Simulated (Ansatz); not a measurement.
Consider the ligand exchange at the Si–O bond: `F[SiH](F)[O][GeH3]` + H–F → `F[SiH](F)F` + `[OH][GeH3]`.

Gas-phase electronic energies from Ansatz, PBE0-D4/def2-TZVP geometries. CCSD(T)/CBS adds triple-zeta CCSD(T) − MP2 to the extrapolated MP2 energy (def2 sets, frozen cores). This one scheme is used for every species. DFT in def2-TZVPP. B3LYP here is the variant with VWN-RPA as its local correlation; programs differ in this. For Ge outer-core shells are correlated without core-valence functions, which leaves a few kJ/mol of doubt a bond. Scalar relativity is left out up to krypton. One conformer a species, not always the lowest.

(1) Is it downhill or uphill in electronic energy at CCSD(T)/CBS, and by how much? (Estimate.)

(2) What do these levels give: r2SCANh-D4, r2SCAN0-D4, B3LYP, r2SCAN0, HF/def2-SVP, HF/def2-TZVPP? (An estimate is asked.)

Largest T1 diagnostic among the species: 0.012.

## Answers

(1) Computed: Downhill: ΔE = -2.9 kcal/mol.

(2) Ansatz gave: r2SCANh-D4 -4.2, r2SCAN0-D4 -3.6, B3LYP -5.2, r2SCAN0 -4.0, HF/def2-SVP -0.8, HF/def2-TZVPP -3.9 kcal/mol.

At CCSD(T), def2-SVP lies +0.8 kcal/mol from the extrapolated value and def2-TZVPP −0.2 kcal/mol. From BLYP to BHLYP (50 % exact exchange), in def2-TZVPP and without D4, ΔE moves by +2.0 kcal/mol.
